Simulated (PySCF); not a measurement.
Species: C₆H₈O₂.
Atom-mapped SMILES: `[CH3:1][O:2][C:3]1=[CH:4][C:5](=[O:6])[CH2:7][CH2:8]1` (hydrogens: H9, H10, H11 on C1; H12 on C4; H13, H14 on C7; H15, H16 on C8)

The same species was optimised twice, with GFN2-xTB and with PBE0-D3(BJ)/def2-SVP (PySCF), and the same property calculations (PySCF, gas phase) were run on both structures.

```json
{"coordinate": "C4–C5 (Å)", "GFN2-xTB": "1.452", "PBE0-D3(BJ)/def2-SVP": "1.465", "change": "+0.013"}
{"coordinate": "O2–C3 (Å)", "GFN2-xTB": "1.335", "PBE0-D3(BJ)/def2-SVP": "1.323", "change": "-0.012"}
{"coordinate": "C3=C4 (Å)", "GFN2-xTB": "1.345", "PBE0-D3(BJ)/def2-SVP": "1.356", "change": "+0.011"}
{"coordinate": "C5–C7 (Å)", "GFN2-xTB": "1.528", "PBE0-D3(BJ)/def2-SVP": "1.533", "change": "+0.005"}
{"coordinate": "C1–O2 (Å)", "GFN2-xTB": "1.414", "PBE0-D3(BJ)/def2-SVP": "1.410", "change": "-0.004"}
{"coordinate": "C3–C8 (Å)", "GFN2-xTB": "1.502", "PBE0-D3(BJ)/def2-SVP": "1.499", "change": "-0.003"}
{"coordinate": "C5=O6 (Å)", "GFN2-xTB": "1.209", "PBE0-D3(BJ)/def2-SVP": "1.209", "change": "0.000"}
{"coordinate": "C7–C8 (Å)", "GFN2-xTB": "1.528", "PBE0-D3(BJ)/def2-SVP": "1.527", "change": "-0.001"}
{"coordinate": "C3–C4–C5 (°)", "GFN2-xTB": "110.5", "PBE0-D3(BJ)/def2-SVP": "109.2", "change": "-1.3"}
{"coordinate": "C4–C3–C8 (°)", "GFN2-xTB": "112.7", "PBE0-D3(BJ)/def2-SVP": "113.7", "change": "+1.0"}
{"coordinate": "O2–C3–C4 (°)", "GFN2-xTB": "130.4", "PBE0-D3(BJ)/def2-SVP": "129.8", "change": "-0.6"}
{"coordinate": "O2–C3–C8 (°)", "GFN2-xTB": "116.9", "PBE0-D3(BJ)/def2-SVP": "116.5", "change": "-0.4"}
{"coordinate": "C4–C5–C7 (°)", "GFN2-xTB": "107.3", "PBE0-D3(BJ)/def2-SVP": "107.6", "change": "+0.3"}
{"coordinate": "O6–C5–C7 (°)", "GFN2-xTB": "125.1", "PBE0-D3(BJ)/def2-SVP": "124.9", "change": "-0.2"}
{"coordinate": "C3–C8–C7 (°)", "GFN2-xTB": "103.9", "PBE0-D3(BJ)/def2-SVP": "103.7", "change": "-0.2"}
{"coordinate": "C5–C7–C8 (°)", "GFN2-xTB": "105.6", "PBE0-D3(BJ)/def2-SVP": "105.7", "change": "+0.1"}
{"coordinate": "C1–O2–C3–C4 (°)", "GFN2-xTB": "0", "PBE0-D3(BJ)/def2-SVP": "0", "change": "0"}
```

Rotational constants: A = 4498, B = 1414, C = 1098 MHz (GFN2-xTB) against A = 4484, B = 1419, C = 1100 MHz (PBE0-D3(BJ)/def2-SVP).

On the GFN2-xTB structure: lowest singlet, TDDFT (eV) 4.36 [CAM-B3LYP/def2-SVPD]; lowest triplet, Tamm–Dancoff (eV) 3.91 [CAM-B3LYP/def2-SVPD]; isotropic polarisability (au) 77.6 [CAM-B3LYP/def2-SVPD]; HOMO (eV) -8.42 [CAM-B3LYP/def2-SVPD]; LUMO (eV) 0.32 [CAM-B3LYP/def2-SVPD]; dipole (D) 4.48 [CAM-B3LYP/def2-SVPD]; HOMO (eV) -6.86 [PBE0/pcSseg-1]; LUMO (eV) -0.71 [PBE0/pcSseg-1]; dipole (D) 4.30 [PBE0/pcSseg-1]; GIAO shielding of C1 (ppm) 127.9 [PBE0/pcSseg-1]; GIAO shielding of O2 (ppm) 190.2 [PBE0/pcSseg-1]; GIAO shielding of C3 (ppm) -11.1 [PBE0/pcSseg-1]; GIAO shielding of C4 (ppm) 77.7 [PBE0/pcSseg-1]; GIAO shielding of C5 (ppm) -17.7 [PBE0/pcSseg-1]; GIAO shielding of O6 (ppm) -255.5 [PBE0/pcSseg-1]; GIAO shielding of C7 (ppm) 150.4 [PBE0/pcSseg-1]; GIAO shielding of C8 (ppm) 155.2 [PBE0/pcSseg-1].

Question: What do these properties become on the PBE0-D3(BJ)/def2-SVP structure?

Answer: 
| property | level | on GFN2-xTB | on PBE0-D3(BJ)/def2-SVP | change |
| --- | --- | --- | --- | --- |
| lowest singlet, TDDFT (eV) | CAM-B3LYP/def2-SVPD | 4.36 | 4.38 | +0.02 |
| lowest triplet, Tamm–Dancoff (eV) | CAM-B3LYP/def2-SVPD | 3.91 | 3.94 | +0.03 |
| isotropic polarisability (au) | CAM-B3LYP/def2-SVPD | 77.6 | 78.3 | +0.7 |
| HOMO (eV) | CAM-B3LYP/def2-SVPD | -8.42 | -8.40 | +0.02 |
| LUMO (eV) | CAM-B3LYP/def2-SVPD | 0.32 | 0.35 | +0.03 |
| dipole (D) | CAM-B3LYP/def2-SVPD | 4.48 | 4.55 | +0.07 |
| energy, GFN2-xTB geometry as zero (kcal/mol) | CAM-B3LYP/def2-SVPD | 0.0 | -0.4 | -0.4 |
| HOMO (eV) | PBE0/pcSseg-1 | -6.86 | -6.84 | +0.02 |
| LUMO (eV) | PBE0/pcSseg-1 | -0.71 | -0.68 | +0.03 |
| dipole (D) | PBE0/pcSseg-1 | 4.30 | 4.36 | +0.06 |
| energy, GFN2-xTB geometry as zero (kcal/mol) | PBE0/pcSseg-1 | 0.0 | -0.2 | -0.2 |
| GIAO shielding of C1 (ppm) | PBE0/pcSseg-1 | 127.9 | 126.9 | -1.0 |
| GIAO shielding of O2 (ppm) | PBE0/pcSseg-1 | 190.2 | 188.3 | -1.9 |
| GIAO shielding of C3 (ppm) | PBE0/pcSseg-1 | -11.1 | -10.8 | +0.3 |
| GIAO shielding of C4 (ppm) | PBE0/pcSseg-1 | 77.7 | 76.4 | -1.3 |
| GIAO shielding of C5 (ppm) | PBE0/pcSseg-1 | -17.7 | -17.6 | +0.1 |
| GIAO shielding of O6 (ppm) | PBE0/pcSseg-1 | -255.5 | -252.7 | +2.8 |
| GIAO shielding of C7 (ppm) | PBE0/pcSseg-1 | 150.4 | 149.1 | -1.3 |
| GIAO shielding of C8 (ppm) | PBE0/pcSseg-1 | 155.2 | 154.3 | -0.9 |

The heavy atoms differ by 0.016 Å rms after alignment. Among bonds between heavy atoms O2–C3 and C4–C5 change most and about equally (-0.012 to +0.013 Å). Changes are differences of the printed values. Neither structure is proved a minimum here.

The values belong to the conformer `[CH3:1][O:2][C:3]1=[CH:4][C:5](=[O:6])[CH2:7][CH2:8]1`: C1–O2–C3–C4 0°.
